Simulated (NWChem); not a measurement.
System: CH₅F₂NSi; SMILES F[Si@@H](CF)N

Input file for NWChem:

```
start job
memory heap 200 mb stack 900 mb global 1100 mb
geometry units angstroms noautoz
  N     -1.620849     0.641188     0.111788
  Si     0.031058     0.487261    -0.327761
  F      1.035659     1.596993     0.371611
  C      0.701268    -1.177939     0.289576
  F      0.019520    -2.232140    -0.316485
  H     -1.956722     0.412381     1.049241
  H     -2.241609     1.299791    -0.361532
  H      0.131339     0.672560    -1.807885
  H      0.595155    -1.253987     1.398116
  H      1.790908    -1.265964     0.072127
end
basis spherical
  * library def2-svp
end
dft
  xc b3lyp
  grid coarse
  iterations 150
  mulliken
end
task dft gradient
```

NWChem printed, in part:

```
             Northwest Computational Chemistry Package (NWChem) 7.3.0
             --------------------------------------------------------

 C1  symmetry detected

                             Geometry "geometry" -> ""
                             -------------------------

 Output coordinates in angstroms (scale by  1.889725989 to convert to a.u.)

  No.       Tag          Charge          X              Y              Z
 ---- ---------------- ---------- -------------- -------------- --------------
    1 N                    7.0000    -1.63022765     0.67312117     0.24699860
    2 Si                  14.0000    -0.02953790     0.49184084    -0.34513596
    3 F                    9.0000     1.02492090     1.66269343     0.15192572
    4 C                    6.0000     0.72382998    -1.11103923     0.33779141
    5 F                    9.0000    -0.00079243    -2.21679213    -0.10454659
    6 H                    1.0000    -1.86571266     0.52287013     1.22982761
    7 H                    1.0000    -2.30529859     1.28557727    -0.21377192
    8 H                    1.0000    -0.08295532     0.55129377    -1.83804285
    9 H                    1.0000     0.73209205    -1.09323955     1.45381969
   10 H                    1.0000     1.78686263    -1.21099789     0.01792014

 Effective nuclear repulsion energy (a.u.)     243.7765193758

                                 NWChem DFT Module
                                 -----------------

 Summary of "ao basis" -> "ao basis" (spherical)
 ------------------------------------------------------------------------------
       Tag                 Description            Shells   Functions and Types
 ---------------- ------------------------------  ------  ---------------------
 N                          def2-svp                 6       14   3s2p1d
 Si                         def2-svp                 8       18   4s3p1d
 F                          def2-svp                 6       14   3s2p1d
 C                          def2-svp                 6       14   3s2p1d
 H                          def2-svp                 3        5   2s1p

            General Information
            -------------------
          SCF calculation type: DFT
          Wavefunction type:  closed shell.
          No. of atoms     :    10
          No. of electrons :    50
           Alpha electrons :    25
            Beta electrons :    25
          Charge           :     0
          Spin multiplicity:     1
          Use of symmetry is: off; symmetry adaption is: off
          Maximum number of iterations: 150
          AO basis - number of functions:    99
                     number of shells:    47
          Convergence on energy requested:  1.00D-06
          Convergence on density requested:  1.00D-05
          Convergence on gradient requested:  5.00D-04

              XC Information
              --------------
                         B3LYP Method XC Potential
                     Hartree-Fock (Exact) Exchange  0.200
                        Slater Exchange Functional  0.800 local
                    Becke 1988 Exchange Functional  0.720 non-local
              Lee-Yang-Parr Correlation Functional  0.810
                  VWN I RPA Correlation Functional  0.190 local

             Grid Information
             ----------------
          Grid used for XC integration:  coarse
          Radial quadrature: Mura-Knowles
          Angular quadrature: Lebedev.
          Tag              B.-S. Rad. Rad. Pts. Rad. Cut. Ang. Pts.
          ---              ---------- --------- --------- ---------
          N                   0.65       35          10.0       302
          Si                  1.10       70           8.0       302
          F                   0.50       35          11.0       302
          C                   0.70       35          10.0       302
          H                   0.35       35          12.0       302
          Grid pruning is: on
          Number of quadrature shells:   385
          Spatial weights used:  Erf1

      Superposition of Atomic Density Guess
      -------------------------------------

 Sum of atomic energies:        -581.68895423

      Non-variational initial energy
      ------------------------------

 Total energy =    -583.334951
 1-e energy   =   -1290.288631
 2-e energy   =     463.177160
 HOMO         =      -0.339913
 LUMO         =       0.061737

     ---------------------------------------------
      Total Density - Mulliken Population Analysis
     ---------------------------------------------

    Atom       Charge   Shell Charges
 -----------   ------   -------------------------------------------------------
    1 N    7     7.76   1.99  1.03  0.45  2.58  1.71  0.01
    2 Si  14    12.87   2.00  1.99  0.92  0.16  5.93  0.94  0.63  0.28
    3 F    9     9.60   1.99  1.15  0.79  3.52  2.15  0.00
    4 C    6     5.90   1.99  0.93  0.29  1.75  0.90  0.04
    5 F    9     9.45   1.99  1.14  0.79  3.45  2.08  0.00
    6 H    1     0.75   0.58  0.12  0.04
    7 H    1     0.74   0.58  0.12  0.04
    8 H    1     1.10   0.70  0.39  0.01
    9 H    1     0.92   0.68  0.21  0.02
   10 H    1     0.91   0.68  0.21  0.02

   convergence    iter        energy       DeltaE   RMS-Dens  Diis-err
 ---------------- ----- ----------------- --------- --------- ---------
 d= 0,ls=0.0,diis     1   -584.7278228802 -8.29D+02  1.46D-02  8.56D-01
 d= 0,ls=0.0,diis     2   -584.6776679242  5.02D-02  7.43D-03  1.61D+00
 d= 0,ls=0.0,diis     3   -584.8217925212 -1.44D-01  9.77D-04  2.31D-02
 d= 0,ls=0.0,diis     4   -584.8233659895 -1.57D-03  3.91D-04  2.67D-03
 d= 0,ls=0.0,diis     5   -584.8235855223 -2.20D-04  1.27D-04  5.06D-04
  Resetting Diis
 d= 0,ls=0.0,diis     6   -584.8236378915 -5.24D-05  2.45D-05  6.82D-06
 d= 0,ls=0.0,diis     7   -584.8236385469 -6.55D-07  1.45D-05  1.00D-06
 d= 0,ls=0.0,diis     8   -584.8236384834  6.35D-08  8.07D-06  1.78D-06

         Total DFT energy =     -584.823638483398
      One electron energy =    -1294.162767057224
           Coulomb energy =      521.704204223593
    Exchange-Corr. energy =      -56.141595025581
 Nuclear repulsion energy =      243.776519375815

 Numeric. integr. density =       49.999964284455

                       DFT Final Molecular Orbital Analysis
                       ------------------------------------

 Vector   23  Occ=2.000000D+00  E=-3.421438D-01
              MO Center=  4.3D-01, -1.6D+00,  1.2D-01, r^2= 1.9D+00
   Bfn.  Coefficient  Atom+Function         Bfn.  Coefficient  Atom+Function
  ----- ------------  ---------------      ----- ------------  ---------------
    66      0.391343   5 F  pz               64     -0.336175   5 F  px
    69     -0.277868   5 F  pz               95     -0.263562  10 H  s
    90      0.241687   9 H  s                67      0.237980   5 F  px
    52      0.213468   4 C  pz               50     -0.177016   4 C  px
    96     -0.154794  10 H  s                91      0.148299   9 H  s

 Vector   24  Occ=2.000000D+00  E=-3.023384D-01
              MO Center=  3.0D-01, -8.2D-01, -5.2D-02, r^2= 2.8D+00
   Bfn.  Coefficient  Atom+Function         Bfn.  Coefficient  Atom+Function
  ----- ------------  ---------------      ----- ------------  ---------------
    65      0.272907   5 F  py               51      0.258886   4 C  py
    64     -0.216732   5 F  px               68     -0.208207   5 F  py
    49      0.205297   4 C  s                23     -0.193421   2 Si py
    66     -0.188147   5 F  pz               50     -0.184111   4 C  px
    52     -0.171589   4 C  pz               85     -0.167437   8 H  s

 Vector   25  Occ=2.000000D+00  E=-2.799732D-01
              MO Center= -1.4D+00,  6.2D-01,  1.9D-01, r^2= 1.4D+00
   Bfn.  Coefficient  Atom+Function         Bfn.  Coefficient  Atom+Function
  ----- ------------  ---------------      ----- ------------  ---------------
     5      0.480437   1 N  py                8     -0.389635   1 N  py
     4      0.199874   1 N  px                6      0.189273   1 N  pz
     7     -0.178356   1 N  px                9     -0.149166   1 N  pz
    36      0.137413   3 F  px               26     -0.113748   2 Si py
    39     -0.099325   3 F  px                2      0.073833   1 N  s

 Vector   26  Occ=0.000000D+00  E= 3.561055D-02
              MO Center= -1.5D+00,  8.4D-01,  5.0D-01, r^2= 4.8D+00
   Bfn.  Coefficient  Atom+Function         Bfn.  Coefficient  Atom+Function
  ----- ------------  ---------------      ----- ------------  ---------------
     3      1.345406   1 N  s                76     -0.788048   6 H  s
    81     -0.787919   7 H  s                49      0.446336   4 C  s
    18     -0.421953   2 Si s                96     -0.362747  10 H  s
    91     -0.272887   9 H  s                25      0.252463   2 Si px
    26     -0.247180   2 Si py               27     -0.233826   2 Si pz

[...]

                         DFT ENERGY GRADIENTS

    atom               coordinates                        gradient
                 x          y          z           x          y          z
   1 N      -3.080684   1.272015   0.466760   -0.000038  -0.002972  -0.001701
   2 Si     -0.055819   0.929444  -0.652212    0.000509  -0.002729   0.001433
   3 F       1.936820   3.142035   0.287098    0.005040   0.005525   0.002121
   4 C       1.367840  -2.099560   0.638333   -0.003725  -0.000592  -0.002258
   5 F      -0.001497  -4.189130  -0.197564   -0.002443  -0.003139  -0.001509
   6 H      -3.525686   0.988081   2.324037   -0.000907  -0.000905   0.005479
   7 H      -4.356383   2.429389  -0.403970   -0.003565   0.003403  -0.002674
   8 H      -0.156763   1.041794  -3.473397   -0.000816  -0.000066  -0.005203
   9 H       1.383453  -2.065923   2.747321    0.000491   0.000991   0.005585
  10 H       3.376681  -2.288454   0.033864    0.005453   0.000484  -0.001274
```

Level: B3LYP/def2-SVP. Structure relaxed at the PBE-D3(BJ)/def2-SVP level.
